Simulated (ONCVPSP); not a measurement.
**Potentials for Hg compared**

Generated with ld1.x 7.5 (TM, RRKJ, ultrasoft, PAW), atompaw 4.2 or ONCVPSP 4.0.1. The cutoff is in Ry: for ld1.x and atompaw files where the sum of valence levels is converged to 10 mRy in a Bessel basis, for ONCV files where the hardest occupied wave has 1 mHa per electron of residual kinetic energy. The error is the largest all-electron minus pseudo excitation energy over each file’s own four to seven test configurations (ionisations up to +4, promotions, holes and added fractions of an electron), all of which were solved. The labels leave out finer settings (local radius, basis sizes, second energies), which also bear on the numbers. Spin-polarised tests are not counted. The rows are a selection from randomly drawn settings: files with unsolved tests, undetermined cutoffs or missed reference levels are left out.

A true bound ghost makes a file unfit for plane-wave use even where its test errors are small: the radial tests pick states by their node count and pass the ghost by.

| potential | cutoff (Ry) | largest error (meV) | bound ghosts |
| --- | --- | --- | --- |
| ONCV, PW91, scalar-relativistic, rc 1.50/1.05/2.25 (spd), local smoothed, core correction no, reference 5s2 5p6 5d10 6s1.5, qcut 6/6.4/5.7, projectors 3/2/1 | 248 | -12 | none |
| ONCV, BLYP, fully relativistic, rc 1.85/1.35/1.85 (spd), local smoothed, core correction yes, reference 5p6 5d10 6s1, qcut 3/7.9/9.9, projectors 3/2/2 | 88 | -94 | s |
| ONCV, LDA (Perdew-Wang 92), scalar-relativistic, rc 1.70/1.40/1.30 (spd), local smoothed, core correction yes, reference 5s2 5p6 5d10 6s1.5, qcut 7.5/8.4/6.9, projectors 2/2/2 | 55 | -15 | s |
| ONCV, PBE, fully relativistic, rc 1.35/1.75/1.55 (spd), local smoothed, core correction no, reference 5s2 5p6 5d10, qcut 8.7/7.2/9.9, projectors 2/2/3 | 58 | -113 | none |

Task: Fill in the row for Hg: ONCV, LDA (Perdew-Wang 92), scalar-relativistic, rc 1.35/1.60/2.00 (spd), local smoothed, core correction yes, reference 5s2 5p6 5d10 6s1.5, qcut 8.9/10.3/9.1, projectors 2/1/2.

Result: cutoff 67 Ry, largest error +85 meV, bound ghosts: none.

Task: Fill in the row for Hg: ONCV, LDA (Perdew-Wang 92), scalar-relativistic, rc 1.35/1.25/2.10 (spd), local smoothed, core correction yes, reference 5s2 5p6 5d10 6s2, qcut 8.9/10.4/7.8, projectors 2/2/3.

Result: cutoff 80 Ry, largest error -50 meV, bound ghosts: s.
